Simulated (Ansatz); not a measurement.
Geometry optimisation, UKS PBE-D4/6-31G (Ansatz 0.2.0).

Input file:

```yaml
crystal:
  periodic: [false, false, false]
  atoms:
    - { symbol: B, position_ang: [-0.533513, -0.461054, 0.321255] }
    - { symbol: H, position_ang: [0.60311, 0.465502, -1.649255] }
    - { symbol: F, position_ang: [-0.534835, -1.749487, -0.10438] }
    - { symbol: F, position_ang: [-1.61114, 0.334409, 0.026519] }
    - { symbol: H, position_ang: [1.001518, 0.440723, -1.078427] }
    - { symbol: O, position_ang: [0.564707, 0.009623, 1.114119] }
    - { symbol: H, position_ang: [0.510154, 0.960384, 1.370269] }
magnetization:
  spin_polarized: true
basis:
  gaussian: { orbitals: "6-31G" }
hamiltonian:
  xc: pbe
  dispersion: d4
relax:
  f_tol: 0.03
  max_steps: 50
```

Command:

```bash
$ ansatz run input.yaml --threads 1 --pin off --max-ram 2048MiB --backend cpu --events-out ev --progress --plain --runs-dir out
```

Problem. Where does it end, and by what steps?

Solution. The run converged. The force dipped under the threshold on the way, but the program's further checks kept it going. Limits of this set-up: no polarisation functions. After 19 steps the energy has fallen by 0.239 eV; H2 moved furthest, 0.92 Å.

```
step  energy less start (eV)  largest force component (eV/Å)  accepted
   0                  0.0000                           2.069       yes
   1                 -0.1712                           0.985       yes
   2                 -0.1899                           0.750       yes
   3                 -0.2232                           0.379       yes
   4                 -0.2225                           0.524        no
   5                 -0.2313                           0.089       yes
   6                 -0.2322                           0.020       yes
   7                 -0.2326                           0.020       yes
   8                 -0.2331                           0.037       yes
   9                 -0.2334                           0.130       yes
  10                 -0.2335                           0.136       yes
  11                 -0.2339                           0.194       yes
  12                 -0.2372                           0.039       yes
  13                 -0.2009                           1.230        no
  14                 -0.2376                           0.040       yes
  15                 -0.2382                           0.093       yes
  16                 -0.2388                           0.073       yes
  17                 -0.2391                           0.091       yes
  18                 -0.2389                           0.090        no
  19                 -0.2394                           0.018       yes
```

```xyz
7
Properties=species:S:1:pos:R:3
B -0.732 -0.622 0.592
H 1.227 1.006 -2.066
F -0.827 -1.972 0.427
F -1.847 0.144 0.333
H 1.223 0.624 -1.419
O 0.452 -0.076 1.010
H 0.505 0.897 1.123
```

Whether the end is a true minimum wasn't checked by a vibrational analysis.

Run time: 120 s on 1 thread of Intel(R) Xeon(R) Processor @ 2.50GHz (Skylake/Cascade Lake), on a shared host, peak memory 0.14 GiB.
